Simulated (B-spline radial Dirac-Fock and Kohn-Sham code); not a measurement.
# The Sc-like isoelectronic sequence (21 electrons), Z = 38 to 52

Calculated with a B-spline atomic structure program, using multi-electron Dirac-Fock with separately optimised hole states, Breit and Lamb-shift corrections added in first order. Binding energies in eV, tabulated ground configurations ([Ar] 3d3 throughout). Correlation energy is missing from these numbers.

```
  ion      2s   2p1/2   3p1/2   3p3/2  outermost level  NIST ionisation energy
Sr¹⁷⁺  2827.0  2615.4   789.7   776.5       661.5 (3d)                 665 ± 3
Zr¹⁹⁺  3243.7  3017.3   940.7   923.7       798.9 (3d)                 803 ± 4
Nb²⁰⁺  3463.7  3229.8  1021.2  1001.9       872.2 (3d)                 877 ± 4
Mo²¹⁺  3691.5  3450.0  1105.0  1083.2       948.5 (3d)                 953 ± 4
Tc²²⁺  3927.2  3678.1  1192.0  1167.6      1027.9 (3d)                1032 ± 4
Ru²³⁺  4170.8  3914.0  1282.5  1255.1      1110.3 (3d)                1115 ± 4
Rh²⁴⁺  4422.4  4157.8  1376.3  1345.7      1195.8 (3d)                1202 ± 4
Pd²⁵⁺  4682.1  4409.6  1473.4  1439.5      1284.3 (3d)                1290 ± 4
Ag²⁶⁺  4949.9  4669.5  1574.0  1536.3      1376.0 (3d)                1382 ± 4
Cd²⁷⁺       ?       ?       ?       ?                ?                       ?
In²⁸⁺  5510.3  5213.8  1785.5  1739.2      1568.4 (3d)                1575 ± 4
Sn²⁹⁺  5803.0  5498.3  1896.4  1845.4      1669.2 (3d)                1676 ± 4
Sb³⁰⁺  6104.2  5791.1  2010.8  1954.7      1773.0 (3d)                1781 ± 4
Te³¹⁺  6413.9  6092.5  2128.8  2067.1      1880.0 (3d)                1889 ± 4
```

Problem. Fill in the row of Cd²⁷⁺.

Solution. 2s 5226.0, 2p1/2 4937.5, 3p1/2 1678.0, 3p3/2 1636.2, outermost 1470.6 (3d), NIST 1477 ± 4 eV.

NIST's values are for the lowest levels; a dash marks a value that is missing or belongs to another shell. Their kind here: theoretical. Where a p, d or f shell is open in either ion the computed value averages over both j values and all terms, while the table refers to the lowest levels; that difference holds spin-orbit splitting (largest in heavy or highly charged ions), term energies where several electrons share open shells, and correlation, and it can reach 10 % or more.
